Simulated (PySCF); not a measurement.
Be(I)(GeH3) (BeGeH3I), SMILES [GeH3][Be][I].

Geometry: B3LYP-D3(BJ)/def2-TZVP. The def2 effective core potentials stand for the cores of I; spin–orbit coupling is left out.

All values below come from PySCF 2.14.0 with TDDFT-ωB97X/def2-SVPD.

Vertical excitations; the highest root listed may be one member of a degenerate set. The molecule is in vacuum. State labels are in the subgroup Cs.

Computed UV-visible absorptions:
| state | symmetry | energy (eV) | λ (nm) | f | main pairs |
|---|---|---|---|---|---|
| S1 | A" | 5.77 | 215 | 0.025 | HOMO−2→LUMO+1 (degenerate set) |
| S2 | A' | 5.77 | 215 | 0.025 | HOMO−2→LUMO (degenerate set) |
| S3 | A" | 5.81 | 213 | 0.000 | HOMO→LUMO 47 %, HOMO−1→LUMO+1 47 % |
| S4 | A" | 5.86 | 212 | 0.000 | HOMO−1→LUMO+1, HOMO→LUMO (degenerate set) |
| S5 | A' | 5.86 | 212 | 0.000 | HOMO−1→LUMO, HOMO→LUMO+1 (degenerate set) |
| S6 | A' | 6.67 | 186 | 0.216 | HOMO→LUMO+1 43 %, HOMO−1→LUMO 43 % |
| S7 | A" | 7.01 | 177 | 0.094 | HOMO→LUMO+2 (degenerate set) |
| S8 | A' | 7.01 | 177 | 0.094 | HOMO−1→LUMO+2 (degenerate set) |
| S9 | A' | 7.31 | 170 | 0.718 | HOMO−2→LUMO+2 73 %, HOMO−2→LUMO+3 13 % |
| S10 | A" | 7.58 | 164 | 0.000 | HOMO−4→LUMO+1 46 %, HOMO−3→LUMO 46 % |
| T1 | A" | 4.89 | 254 | 0 | HOMO−2→LUMO+1 (degenerate set) |
| T2 | A' | 4.89 | 254 | 0 | HOMO−2→LUMO (degenerate set) |
| T3 | A' | 5.52 | 225 | 0 | HOMO−1→LUMO 46 %, HOMO→LUMO+1 46 % |
| T4 | A" | 5.68 | 218 | 0 | HOMO→LUMO 47 %, HOMO−1→LUMO+1 47 % |
Triplets are in the Tamm–Dancoff approximation, which puts them higher than full response would, so one can lie above its singlet here.
